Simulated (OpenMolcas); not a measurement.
Au3+: effect of the active space

```json
{"Program": "OpenMolcas", "Method": "SS-CASPT2 or its RAS form, IPEA 0.25 Eh, imaginary shift 0.1 Eh", "Basis": "ANO-RCC-VTZP", "Scalar Hamiltonian": "DKH2, point nucleus", "Spin-orbit coupling": "state interaction with AMFI integrals over the reference wave functions, term energies averaged over their components"}
```

A. 8 electrons in 5 orbitals (5d); 2S+1 = 3 even, 10 roots; 2S+1 = 1 even, 15 roots; closed shells correlated: 5s 5p; CASPT2 step roughly 4 core-seconds
B. 8 electrons in 9 orbitals (RAS2 5d 6s; RAS3 6p, at most 2 electrons); 2S+1 = 3 even, 71 roots (60 in the spin-orbit step); 2S+1 = 5 even, 15 roots kept (CI in the orbitals of an earlier block); 2S+1 = 1 even, 55 roots kept (CI in the orbitals of an earlier block); 2S+1 = 3 odd, 87 roots (49 in the spin-orbit step); 2S+1 = 5 odd, 30 roots kept (CI in the orbitals of an earlier block); 2S+1 = 1 odd, 49 roots kept (CI in the orbitals of an earlier block, 9 in the spin-orbit step); closed shells correlated: 5s 5p; CASPT2 step roughly 13 core-minutes
C. 8 electrons in 10 orbitals (5d 6d); 2S+1 = 3 even, 10 roots; 2S+1 = 1 even, 15 roots; closed shells correlated: 5s 5p; CASPT2 step of the order of 11 core-minutes

Energies in cm⁻¹ above 5d⁸ ³F₄, the measured ground level; measured values from Zainab et al., Astrophys. J. Suppl. Ser. 267, 12 (2023).

```csv
Level,A,B,C,Measured
5d⁸ ³F₄,0.0,0.0,0.0,0.0
5d⁸ ³F₃,12500,13050,12480,12294
5d⁸ ³P₂ [50 %],19090,18970,18870,
5d⁸ ³P₀,19640,18840,19000,18185
5d⁸ ³P₁,23090,22320,22760,21490
5d⁸ ¹G₄,26660,26910,26620,25702
5d⁸ ¹S₀,56270,56510,56540,55278
```

Deviations, from unrounded energies. A percentage is the sum of absolute deviations over the sum of measured energies, with the sign that they share, or ± where signs differ.

| Against measurement | Levels | A | B | C |
| --- | --- | --- | --- | --- |
| mean absolute deviation (cm-1) | 5 | 1000 | 940 | 890 |
| fine structure of the ground term (%) | 1 | +1.7 | +6.2 | +1.5 |
| other terms of the ground configuration (%) | 4 | +4.1 | +3.3 | +3.5 |

B, C lie about equally close to measurement and A furthest from it. The largest miss of C in the table is 5d⁸ ³P₁, by +1300 cm-1. The ranking rests on the paired levels alone, and a cruder setting can come out closer through cancelling errors.

The two smallest mean deviations differ by little beside CASPT2's spread within terms, so their order carries little weight.

Among A to C the level of the table that moves most is 5d⁸ ³P₀, by 800 cm-1 (lowest in B, highest in A). Moves below CASPT2's spread within the term are not significant.

CASPT2 does not keep the components of a term degenerate, so their means are used; among the terms shown or strongly mixed into the levels shown the widest spread is 750 cm-1 (5d⁸ ¹G, A). Some high roots are left out of the spin-orbit mixing, which shifts the levels that they would mix with (holds for B). Terms from blocks run as CI alone lack orbitals of their own (holds for B). Active for correlation alone: 6d; no level in the range computed is led by a configuration that fills it, so any true level of that kind is missing (holds for C). Measured partners are found by configuration, term and J. A level has none where our copy of the source lacks it or the pairing is in doubt (some pairs that miss far off the trend of their configuration count as doubtful), and it then counts in no deviation. Levels of configurations outside the active space are missing. The table leaves out levels that lie high or whose names do not pair safely across all columns.

A share in square brackets marks a mixed level and gives the weight of the term that names it, the lowest over the columns.
